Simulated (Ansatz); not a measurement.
A short molecular-dynamics run on `CN[SiH2]N`.

```yaml
crystal:
  periodic: [false, false, false]
  atoms:
    - {symbol: C, position_ang: [-1.512422, 1.046041, 0.573332]}
    - {symbol: N, position_ang: [-0.749955, 0.058209, -0.154056]}
    - {symbol: Si, position_ang: [0.827334, -0.468231, 0.244646]}
    - {symbol: N, position_ang: [1.582783, -1.025513, -1.186089]}
    - {symbol: H, position_ang: [-2.099523, 1.673738, -0.104882]}
    - {symbol: H, position_ang: [-0.828750, 1.704864, 1.114062]}
    - {symbol: H, position_ang: [-2.199720, 0.612337, 1.310957]}
    - {symbol: H, position_ang: [-1.309166, -0.542577, -0.739349]}
    - {symbol: H, position_ang: [0.950076, -1.632014, 1.174357]}
    - {symbol: H, position_ang: [1.430286, 0.716111, 0.926303]}
    - {symbol: H, position_ang: [2.249434, -1.777907, -1.149892]}
    - {symbol: H, position_ang: [1.736621, -0.420361, -1.975390]}
basis:
  gaussian: {orbitals: def2-SVP}
hamiltonian: {xc: {name: PBE}}
md: {timestep: 0.5 fs, n_steps: 30, ensemble: nvt_nose_hoover, temperature: 1000, initial_velocities: maxwell_boltzmann, seed: 107}
```

```sh
$ ansatz run in.yaml --threads 4 --pin off --events-out ev --progress --plain --max-ram 10444MiB
```

```csv
step,time (fs),potential energy (eV),kinetic (eV),T (K),conserved (eV)
0,0.0,-12010.9420,1.2926,1000,-12009.6494
1,0.5,-12010.9099,1.2609,975,-12009.6490
2,1.0,-12010.8283,1.1806,913,-12009.6476
3,1.5,-12010.7190,1.0732,830,-12009.6458
4,2.0,-12010.6104,0.9661,747,-12009.6444
5,2.5,-12010.5249,0.8811,682,-12009.6439
6,3.0,-12010.4706,0.8264,639,-12009.6443
7,3.5,-12010.4415,0.7965,616,-12009.6451
8,4.0,-12010.4245,0.7788,603,-12009.6459
9,4.5,-12010.4069,0.7609,589,-12009.6463
10,5.0,-12010.3809,0.7349,569,-12009.6464
11,5.5,-12010.3437,0.6978,540,-12009.6463
12,6.0,-12010.2963,0.6509,504,-12009.6460
13,6.5,-12010.2439,0.5992,464,-12009.6454
14,7.0,-12010.1954,0.5515,427,-12009.6446
15,7.5,-12010.1628,0.5199,402,-12009.6439
16,8.0,-12010.1581,0.5157,399,-12009.6435
17,8.5,-12010.1878,0.5455,422,-12009.6436
18,9.0,-12010.2499,0.6071,470,-12009.6443
19,9.5,-12010.3332,0.6895,533,-12009.6454
20,10.0,-12010.4204,0.7758,600,-12009.6466
21,10.5,-12010.4923,0.8469,655,-12009.6477
22,11.0,-12010.5320,0.8862,686,-12009.6484
23,11.5,-12010.5293,0.8839,684,-12009.6485
24,12.0,-12010.4839,0.8395,649,-12009.6478
25,12.5,-12010.4072,0.7645,591,-12009.6465
26,13.0,-12010.3206,0.6799,526,-12009.6449
27,13.5,-12010.2495,0.6104,472,-12009.6436
28,14.0,-12010.2132,0.5746,445,-12009.6434
29,14.5,-12010.2149,0.5758,445,-12009.6443
30,15.0,-12010.2405,0.6001,464,-12009.6459
```

Velocities are drawn at the set temperature; a run this short doesn't reach equilibrium.

Frames (Å, forces in eV/Å):

```xyz
12
time=0.0 fs
C    -1.512    1.046    0.573    0.181   -0.305   -0.268
N    -0.750    0.058   -0.154   -0.208    0.502    0.108
Si    0.827   -0.468    0.245    0.287   -0.056    0.344
N     1.583   -1.026   -1.186   -0.233   -0.185   -0.089
H    -2.100    1.674   -0.105   -0.356    0.377   -0.313
H    -0.829    1.705    1.114    0.320    0.367    0.302
H    -2.200    0.612    1.311   -0.411   -0.165    0.428
H    -1.309   -0.543   -0.739   -0.356   -0.423   -0.410
H     0.950   -1.632    1.174    0.091   -0.290    0.227
H     1.430    0.716    0.926    0.113    0.287    0.212
H     2.249   -1.778   -1.150    0.457   -0.521    0.006
H     1.737   -0.420   -1.975    0.117    0.412   -0.546
12
time=1.0 fs
C    -1.503    1.038    0.570    1.649    0.557    0.108
N    -0.767    0.062   -0.164    1.130   -0.094    0.225
Si    0.828   -0.469    0.251   -0.019    0.584    0.060
N     1.576   -1.021   -1.179    0.862   -0.803   -1.002
H    -2.055    1.663   -0.097   -0.913    1.098   -0.827
H    -0.810    1.694    1.164   -0.153   -0.181   -0.365
H    -2.166    0.629    1.284   -1.458   -0.798    1.385
H    -1.293   -0.557   -0.755   -0.589   -0.417   -0.463
H     0.988   -1.624    1.155    0.048   -0.492    0.495
H     1.447    0.742    0.902   -0.038    0.086    0.173
H     2.276   -1.780   -1.188   -0.391    0.260    0.215
H     1.734   -0.432   -1.997   -0.128    0.200   -0.003
12
time=2.0 fs
C    -1.493    1.031    0.566    2.261    1.278    0.493
N    -0.783    0.065   -0.173    2.136   -0.932    0.047
Si    0.829   -0.469    0.257   -0.236    1.109   -0.152
N     1.569   -1.018   -1.173    1.740   -1.191   -1.947
H    -2.020    1.662   -0.096   -1.172    1.507   -1.001
H    -0.792    1.681    1.210   -0.467   -0.558   -0.917
H    -2.146    0.639    1.271   -2.095   -1.131    1.902
H    -1.283   -0.575   -0.775   -0.579   -0.151   -0.257
H     1.027   -1.621    1.140    0.006   -0.603    0.680
H     1.464    0.769    0.879   -0.194   -0.132    0.133
H     2.299   -1.781   -1.224   -1.047    0.806    0.471
H     1.731   -0.441   -2.018   -0.352   -0.002    0.548
12
time=3.0 fs
C    -1.480    1.025    0.563    1.499    1.772    1.043
N    -0.798    0.068   -0.183    2.855   -1.859   -0.310
Si    0.830   -0.469    0.263   -0.353    1.421   -0.298
N     1.564   -1.015   -1.168    2.191   -1.317   -2.623
H    -1.995    1.675   -0.105   -1.016    1.386   -0.657
H    -0.779    1.663    1.248   -0.582   -0.732   -1.269
H    -2.146    0.638    1.275   -1.908   -0.938    1.539
H    -1.279   -0.594   -0.797   -0.435    0.272    0.107
H     1.066   -1.624    1.132   -0.050   -0.575    0.748
H     1.479    0.794    0.857   -0.336   -0.333    0.106
H     2.312   -1.773   -1.256   -1.347    0.979    0.708
H     1.724   -0.451   -2.035   -0.518   -0.076    0.906
12
time=4.0 fs
C    -1.467    1.020    0.561   -0.191    2.068    1.613
N    -0.810    0.070   -0.193    3.365   -2.625   -0.633
Si    0.831   -0.468    0.269   -0.372    1.486   -0.404
N     1.561   -1.013   -1.165    2.157   -1.204   -2.856
H    -1.980    1.702   -0.120   -0.590    0.849    0.029
H    -0.771    1.638    1.274   -0.525   -0.729   -1.403
H    -2.163    0.628    1.294   -1.107   -0.400    0.565
H    -1.278   -0.611   -0.818   -0.292    0.665    0.453
H     1.104   -1.632    1.131   -0.131   -0.406    0.696
H     1.490    0.816    0.837   -0.449   -0.492    0.099
H     2.313   -1.757   -1.281   -1.255    0.772    0.870
H     1.713   -0.461   -2.042   -0.609    0.016    0.971
12
time=5.0 fs
C    -1.453    1.017    0.560   -1.970    2.167    1.879
N    -0.821    0.069   -0.203    3.706   -3.036   -0.749
Si    0.832   -0.467    0.275   -0.315    1.332   -0.506
N     1.558   -1.013   -1.164    1.631   -0.855   -2.590
H    -1.970    1.736   -0.135   -0.132    0.198    0.716
H    -0.768    1.607    1.286   -0.317   -0.566   -1.305
H    -2.192    0.615    1.317   -0.222    0.143   -0.413
H    -1.280   -0.621   -0.835   -0.231    0.883    0.650
H     1.141   -1.644    1.136   -0.237   -0.138    0.558
H     1.498    0.834    0.817   -0.524   -0.592    0.114
H     2.302   -1.733   -1.298   -0.760    0.206    0.915
H     1.695   -0.471   -2.041   -0.629    0.258    0.731
12
time=6.0 fs
C    -1.442    1.016    0.560   -3.384    1.995    1.688
N    -0.828    0.067   -0.214    3.904   -3.007   -0.574
Si    0.832   -0.466    0.281   -0.225    1.026   -0.634
N     1.557   -1.012   -1.165    0.694   -0.296   -1.891
H    -1.962    1.773   -0.143    0.216   -0.345    1.195
H    -0.768    1.570    1.286    0.046   -0.247   -0.957
H    -2.222    0.603    1.338    0.447    0.521   -1.079
H    -1.285   -0.623   -0.846   -0.276    0.864    0.643
H     1.176   -1.657    1.147   -0.353    0.164    0.379
H     1.500    0.846    0.799   -0.558   -0.624    0.151
H     2.283   -1.708   -1.306    0.079   -0.640    0.825
H     1.672   -0.478   -2.033   -0.592    0.589    0.253
12
time=7.0 fs
C    -1.433    1.016    0.562   -4.373    1.530    1.108
N    -0.834    0.063   -0.225    3.992   -2.563   -0.115
Si    0.833   -0.464    0.286   -0.147    0.640   -0.798
N     1.557   -1.012   -1.166   -0.329    0.291   -1.017
H    -1.952    1.806   -0.140    0.424   -0.701    1.418
H    -0.768    1.530    1.278    0.547    0.191   -0.380
H    -2.248    0.595    1.348    0.866    0.729   -1.421
H    -1.292   -0.617   -0.851   -0.423    0.610    0.434
H     1.208   -1.669    1.162   -0.463    0.441    0.202
H     1.497    0.852    0.782   -0.548   -0.582    0.208
H     2.266   -1.688   -1.306    0.972   -1.471    0.641
H     1.643   -0.480   -2.023   -0.519    0.884   -0.280
12
time=8.0 fs
C    -1.427    1.017    0.564   -4.913    0.895    0.383
N    -0.836    0.057   -0.236    3.985   -1.831    0.523
Si    0.833   -0.462    0.291   -0.119    0.225   -0.994
N     1.556   -1.012   -1.169   -0.872    0.549   -0.372
H    -1.938    1.833   -0.123    0.499   -0.855    1.402
H    -0.762    1.493    1.265    1.064    0.625    0.273
H    -2.266    0.595    1.344    1.081    0.804   -1.512
H    -1.304   -0.606   -0.851   -0.630    0.197    0.092
H     1.235   -1.676    1.178   -0.553    0.655    0.052
H     1.489    0.852    0.767   -0.498   -0.465    0.285
H     2.258   -1.683   -1.300    1.376   -1.767    0.467
H     1.608   -0.474   -2.015   -0.422    0.969   -0.597
12
time=9.0 fs
C    -1.425    1.019    0.567   -4.803    0.318   -0.108
N    -0.836    0.049   -0.247    3.832   -1.044    1.134
Si    0.834   -0.460    0.296   -0.153   -0.187   -1.214
N     1.554   -1.011   -1.172   -0.629    0.295   -0.212
H    -1.919    1.851   -0.093    0.449   -0.791    1.159
H    -0.746    1.461    1.255    1.328    0.854    0.701
H    -2.274    0.602    1.326    1.108    0.758   -1.392
H    -1.321   -0.592   -0.851   -0.796   -0.203   -0.227
H     1.256   -1.677    1.195   -0.616    0.789   -0.059
H     1.476    0.848    0.755   -0.411   -0.278    0.375
H     2.262   -1.694   -1.290    0.981   -1.243    0.362
H     1.570   -0.458   -2.012   -0.291    0.732   -0.520
12
time=10.0 fs
C    -1.428    1.022    0.570   -3.789   -0.056   -0.124
N    -0.833    0.041   -0.257    3.414   -0.453    1.488
Si    0.834   -0.458    0.301   -0.235   -0.574   -1.452
N     1.552   -1.010   -1.175    0.045   -0.194   -0.395
H    -1.896    1.863   -0.052    0.273   -0.474    0.690
H    -0.718    1.438    1.252    1.093    0.764    0.673
H    -2.272    0.616    1.295    0.899    0.571   -1.037
H    -1.346   -0.580   -0.853   -0.768   -0.386   -0.331
H     1.272   -1.671    1.211   -0.647    0.840   -0.125
H     1.459    0.842    0.746   -0.295   -0.039    0.470
H     2.275   -1.716   -1.276    0.118   -0.237    0.269
H     1.530   -0.436   -2.014   -0.108    0.238   -0.124
12
time=11.0 fs
C    -1.433    1.024    0.573   -1.867   -0.281    0.146
N    -0.827    0.033   -0.266    2.656   -0.150    1.495
Si    0.834   -0.456    0.305   -0.334   -0.912   -1.703
N     1.551   -1.009   -1.178    0.610   -0.552   -0.594
H    -1.870    1.869   -0.004   -0.007    0.107    0.031
H    -0.679    1.421    1.254    0.410    0.451    0.289
H    -2.260    0.636    1.255    0.357    0.201   -0.390
H    -1.378   -0.572   -0.858   -0.455   -0.278   -0.147
H     1.282   -1.657    1.226   -0.647    0.810   -0.146
H     1.439    0.835    0.742   -0.168    0.220    0.555
H     2.290   -1.741   -1.260   -0.670    0.702    0.127
H     1.488   -0.411   -2.018    0.116   -0.319    0.337
12
time=12.0 fs
C    -1.439    1.026    0.576    0.600   -0.417    0.248
N    -0.820    0.024   -0.274    1.645   -0.013    1.283
Si    0.834   -0.454    0.308   -0.416   -1.154   -1.954
N     1.549   -1.009   -1.182    0.822   -0.654   -0.583
H    -1.844    1.877    0.043   -0.302    0.826   -0.676
H    -0.637    1.409    1.260   -0.418    0.113   -0.148
H    -2.246    0.658    1.210   -0.571   -0.359    0.546
H    -1.414   -0.566   -0.864    0.069   -0.006    0.207
H     1.286   -1.635    1.240   -0.616    0.704   -0.122
H     1.418    0.830    0.743   -0.051    0.448    0.614
H     2.298   -1.759   -1.242   -1.105    1.274   -0.061
H     1.447   -0.389   -2.018    0.342   -0.762    0.645
12
time=13.0 fs
C    -1.445    1.028    0.579    2.903   -0.382   -0.030
N    -0.812    0.015   -0.281    0.592    0.142    1.064
Si    0.834   -0.453    0.311   -0.455   -1.247   -2.190
N     1.548   -1.009   -1.186    0.675   -0.526   -0.293
H    -1.822    1.893    0.085   -0.460    1.329   -1.178
H    -0.599    1.398    1.264   -1.110   -0.132   -0.427
H    -2.238    0.676    1.171   -1.632   -0.955    1.506
H    -1.450   -0.560   -0.868    0.620    0.236    0.534
H     1.283   -1.606    1.253   -0.556    0.525   -0.050
H     1.396    0.829    0.750    0.033    0.591    0.628
H     2.296   -1.765   -1.225   -1.136    1.414   -0.265
H     1.409   -0.374   -2.012    0.524   -0.996    0.699
12
time=14.0 fs
C    -1.449    1.029    0.582    4.089   -0.165   -0.376
N    -0.803    0.007   -0.288   -0.302    0.410    0.974
Si    0.834   -0.452    0.313   -0.445   -1.148   -2.390
N     1.548   -1.009   -1.191    0.216   -0.201    0.254
H    -1.803    1.921    0.115   -0.386    1.242   -1.278
H    -0.571    1.385    1.264   -1.535   -0.254   -0.498
H    -2.244    0.685    1.146   -2.125   -1.235    1.932
H    -1.480   -0.553   -0.868    1.029    0.330    0.702
H     1.276   -1.573    1.265   -0.471    0.286    0.067
H     1.374    0.834    0.763    0.070    0.607    0.585
H     2.283   -1.759   -1.210   -0.765    1.114   -0.452
H     1.377   -0.369   -2.000    0.625   -0.986    0.481
12
time=15.0 fs
C    -1.450    1.031    0.585    3.673    0.040   -0.410
N    -0.795   -0.001   -0.294   -0.909    0.804    1.063
Si    0.834   -0.452    0.314   -0.396   -0.858   -2.535
N     1.548   -1.010   -1.195   -0.503    0.296    0.987
H    -1.788    1.961    0.134   -0.153    0.559   -1.033
H    -0.558    1.371    1.259   -1.659   -0.264   -0.382
H    -2.271    0.682    1.139   -1.542   -0.977    1.522
H    -1.500   -0.542   -0.860    1.196    0.244    0.665
H     1.263   -1.536    1.278   -0.367    0.006    0.217
H     1.353    0.845    0.781    0.062    0.489    0.483
H     2.263   -1.741   -1.200   -0.018    0.398   -0.595
H     1.350   -0.373   -1.984    0.616   -0.738    0.018
```

Hardware: 4 threads of an AMD EPYC 7B13 on a shared host. Wall time 21 s, peak host memory 0.43 GiB.
